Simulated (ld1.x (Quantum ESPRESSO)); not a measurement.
Values are calculated unless marked as measured or tabulated.
## Potentials for aluminium (Al) compared

Generated with ld1.x 7.5 (TM, RRKJ, ultrasoft, PAW), atompaw 4.2 or ONCVPSP 4.0.1. The cutoff is in Ry: for ld1.x and atompaw files where the sum of valence levels is converged to 10 mRy in a Bessel basis, for ONCV files where the hardest occupied wave has 1 mHa per electron of residual kinetic energy. The error is the largest all-electron minus pseudo excitation energy over each file’s own four to seven test configurations (ionisations up to +4, promotions, holes and added fractions of an electron), all of which were solved. The labels leave out finer settings (local radius, basis sizes, second energies), which also bear on the numbers. Spin-polarised tests are not counted. The rows are a selection from randomly drawn settings: files with unsolved tests, undetermined cutoffs or missed reference levels are left out.

```tsv
potential	cutoff (Ry)	largest error (meV)	bound ghosts
ultrasoft, LDA (PZ), non-relativistic, rc 2.00/1.85 (sp), local smoothed, core correction yes, reference 3s2 3p0.5	6	+4.1	none
TM, PBE, scalar-relativistic, rc 1.95/1.80 (sp), local s, core correction yes, reference 3s2 3p1	10	+14	none
TM, BLYP, scalar-relativistic, rc 1.55/2.00 (sp), local smoothed, core correction yes, reference 3s1.5 3p0	21	+18	none
ultrasoft, PBEsol, scalar-relativistic, rc 2.30/2.15/1.95 (spd), local smoothed, core correction yes, reference 3s2 3p1	6	+1.6	none
TM, PBE, scalar-relativistic, rc 1.40/1.95 (sp), local smoothed, core correction no, reference 3s1.5 3p0	35	+34	none
```

(1) Fill in the row for Al: ultrasoft, PBEsol, scalar-relativistic, rc 2.20/2.50 (sp), local smoothed, core correction yes, reference 3s2 3p0.

## Answers

(1) cutoff 6 Ry, largest error -17 meV, bound ghosts: none.
